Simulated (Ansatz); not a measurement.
The same redistribution along the group O, Se, Te.

Gas-phase electronic energies from Ansatz, PBE0-D4/def2-TZVP geometries. CCSD(T)/CBS adds triple-zeta CCSD(T) − MP2 to the extrapolated MP2 energy (def2 sets, frozen cores). Functionals use def2-TZVPP. def2 core potentials past Kr. For Ge, Se, Te outer-core shells are correlated without core-valence functions, which leaves a few kJ/mol of doubt a bond. Scalar relativity is left out up to krypton. One conformer a species, not always the lowest.

```csv
reaction,CCSD/CBS(def2) (kJ/mol),PBE0-D4 (kJ/mol),PBE-D4 (kJ/mol)
`COBF` + `[AlH2][CH2][CH2][GeH3]` → `FBC[CH2][AlH2]` + `C[O][GeH3]`,113,110,106
`C[Se]BF` + `[AlH2][CH2][CH2][GeH3]` → `FBC[CH2][AlH2]` + `C[Se][GeH3]`,-3,-7,-5
`C[Te]BF` + `[AlH2][CH2][CH2][GeH3]` → `FBC[CH2][AlH2]` + `C[Te][GeH3]`,-30,-34,-30
```

Task: Give the CCSD(T)/CBS values in the same order. (Estimate.)

Result: The calculation gave: 112, -2, -28 kJ/mol.

Largest T1 diagnostic: 0.013, for `C[Te]BF`.
